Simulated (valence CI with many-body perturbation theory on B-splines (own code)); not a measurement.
# Which ion has this spectrum?

A relativistic CI+MBPT calculation for an atom or ion with 5 electrons gives these levels (eV):

| J | Parity | E | g |
| --- | --- | --- | --- |
| 1/2 | odd | 0.0 | 0.64 |
| 1/2 | even | 158.8 | 2.19 |
| 3/2 | odd | 330.1 | 1.32 |
| 3/2 | even | 440.9 | 1.66 |
| 5/2 | even | 472.0 | 1.36 |
| 3/2 | even | 521.1 | 0.96 |
| 1/2 | even | 521.6 | 1.21 |
| 3/2 | odd | 691.5 | 1.36 |
| 5/2 | even | 789.2 | 1.41 |
| 1/2 | even | 861.3 | 1.88 |
| 3/2 | even | 862.4 | 1.19 |
| 3/2 | odd | 990.7 | 1.44 |
| 5/2 | odd | 1010.1 | 1.18 |
| 1/2 | odd | 1047.6 | 0.64 |

The energies are calculated, and their last digits are not significant.

(1) Which is it?
A. Te47+
B. I48+
C. Ba51+
D. Sb46+

## Answers

(1) B. I48+, ground level (2s^2 2p1/2) J=1/2.
